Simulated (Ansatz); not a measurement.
Z-matrix (Å, degrees):
```
Si
Ge 1 2.352
H 1 1.486 2 111.2
H 1 1.487 2 106.4 3 -119.2
H 1 1.486 2 111.7 3 121.6
C 2 1.933 1 117.0 3 105.7
N 2 1.899 1 114.7 3 155.8
H 2 1.529 1 123.0 3 -64.7
H 6 1.088 2 117.7 1 -12.8
H 6 1.087 2 118.1 1 -155.3
H 7 1.014 2 112.9 1 0.8
```

Total charge 0; spin multiplicity 1.

(1) List the PBE/def2-TZVPP orbital energies in eV (Ansatz 0.2.0). (Estimate.)

## Answers

(1) Computed: Occupied: -10804.40, -1779.89, -1337.76, -1191.18, -1191.17, -1191.16, -380.28, -269.74, -162.35, -137.66, -113.83, -113.78, -113.76, -94.40, -94.37, -94.37, -29.72, -29.62, -29.62, -29.56, -29.53, -21.96, -15.53, -14.02, -12.76, -11.30, -10.39, -8.89, -8.76, -8.29, -7.59, -6.75, -5.24. Lowest empty: -1.30, -0.75, -0.63, 0.12, 0.59, 0.93, 1.36, 1.79.
